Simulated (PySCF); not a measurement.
**Two-component Hartree-Fock for C(3+) (carbon, charge +3)**

Start: [He] 3d1; 3d5/2 filled at m_j = +5/2. Calculated with PySCF 2.14 in x2c-TZVPall-2c with one added diffuse shell each of s, p, d type (6s4p3d1f, 40 functions): generalised Hartree-Fock with the X2C-1e Hamiltonian and a Gaussian nucleus; one run each with spin-orbit coupling (SO) switched off, then screened by Boettger's factors. This is a chosen level, not necessarily the ground level.

```tsv
spinor shell	electrons	ε, spin-free (eV)	ε, screened SO (eV)	weight of nominal j (screened SO)	rms radius, screened SO (bohr)
1s1/2	2	-380.37	-380.38	1.000	0.309
3d5/2	1	-24.061	-24.061	1.000	2.88
```

```json
{"quantity": "E (hartree)", "spin-free": "-33.25848", "screened SO": "-33.25846"}
{"quantity": "M_J", "spin-free": "5/2", "screened SO": "5/2"}
{"quantity": "⟨J²⟩", "spin-free": "8.750", "screened SO": "8.750"}
{"quantity": "⟨L²⟩", "spin-free": "6.000", "screened SO": "6.000"}
{"quantity": "⟨S²⟩", "spin-free": "0.750", "screened SO": "0.750"}
```

Without spin-orbit coupling the j labels of p, d and f shells carry no meaning; the spin-free column gives the mean over the occupied spinors of each nl shell.
